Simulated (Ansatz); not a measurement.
System: MgCl2, charge 1, multiplicity 2. SMILES of the parent species: [Cl][Mg][Cl]
Structure (B3LYP-D3(BJ)/def2-TZVP (Ansatz, a quantum-chemistry and plane-wave program) minimum search):
```
Mg
Cl 1 2.2467
Cl 1 2.2467 2 180.00
```
Charge +1, spin multiplicity 2.

**Question.** Give the harmonic wavenumbers at B3LYP-D3(BJ)/def2-TZVP (Ansatz, finite differences of forces, unscaled).

**Answer.** 40, 60, 280, 448 cm⁻¹. Zero-point energy 1.2 kcal/mol.

**Question.** From these and the geometry, give the ideal-gas thermochemistry at 298.15 K and 1 atm (rigid rotor, harmonic oscillator).

**Answer.** Point group D∞h, rotational symmetry number 2. Rotational constants 1.412, 1.412 GHz. S(trans) 39.57, S(rot) 17.28, S(vib) 12.04, S(elec, spin only) 1.38, S 70.3 cal/(mol K). H(298) - H(0) 3.57 kcal/mol; G - E(el) -16.2 kcal/mol.
